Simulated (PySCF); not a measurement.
$^{19}$F chemical shifts

- structure optimised with GFN2-xTB
- shielding tensors at PBE0/pcSseg-1 (GIAO)
- run in PySCF
- no relativistic terms, one computed conformer, in vacuum, equivalent nuclei averaged

Shieldings were converted by a linear fit to measured shifts: $^{19}$F (scatter 6.0 ppm rms, 7.0 ppm with the 5 outliers that the fit left out vs CFCl3, solution or neat liquid, with a term for F on sp3 carbon). A few per cent of atoms miss by over 2 rms, more outside the fitted compound classes.

Q: Order these by $^{19}$F shift, lowest first.
A. N#Cc1cc(Cl)ccc1C(F)F
B. C=C/C(CC)=C(/Cl)C(=O)F
C. C#C[C@@H]1C[C@@H](C(F)(F)F)S1
D. CC[C@@H](CF)C(=O)Cl
E. F[C@@H]1CCOC[C@@H]1Cl

A: D (-227.2 ppm, fluorine on an sp3 carbon), E (-200.5 ppm, fluorine on an sp3 carbon), A (-102.2 ppm, fluorine of a CF2 group), C (-77.2 ppm, fluorine of a CF3 group), B (39.4 ppm, fluorine bonded to C).
